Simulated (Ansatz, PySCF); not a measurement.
Reaction (SMILES): COC=O + 4 [H][H] (H2) -> 2 C (CH4) + 2 O (H2O)
Structures are relaxed separately at B3LYP-D3(BJ)/def2-TZVP in Ansatz (an electronic-structure program), one conformer each, not searched for the lowest.
Geometry of the first species:
SMILES: COC=O
```xyz
8

C     -0.9314    -0.0909     0.0015
O     -0.7248    -1.2718    -0.0191
O      0.0010     0.8677     0.0146
H     -1.9259     0.3745     0.0125
C      1.3667     0.4114     0.0025
H      1.9749     1.3108     0.0157
H      1.5676    -0.2028     0.8792
H      1.5619    -0.1729    -0.8956
```
Charge 0, spin multiplicity 1.

Wanted: energy of full hydrogenation (enthalpy at 298 K, with B3LYP-D3(BJ) rigid-rotor harmonic-oscillator terms from PySCF), in kJ/mol. Cores are frozen in the correlated levels unless marked. Spin-orbit coupling is left out. No relativistic terms. CBS(X,Y): correlation extrapolated as X^-3; Hartree-Fock from the larger set. [CCSD(T)-MP2]/basis is that difference in the basis named.

RI-MP2/CBS(aug-cc-pVTZ,aug-cc-pVQZ)+[CCSD(T)-MP2]/aug-cc-pVTZ (Ansatz) gives -276.3 kJ/mol.

Another calculation gave -270.0 kJ/mol. Which level was it?
(A) TPSSh/def2-TZVPD (PySCF)
(B) B3LYP/def2-TZVPD (Ansatz)
(C) B97M-V/def2-TZVPD (Ansatz)
(D) BLYP/def2-TZVPD (Ansatz)

C, B97M-V/def2-TZVPD (Ansatz). The others give -257.0 (B3LYP), -231.3 (BLYP), -219.2 (TPSSh) kJ/mol.
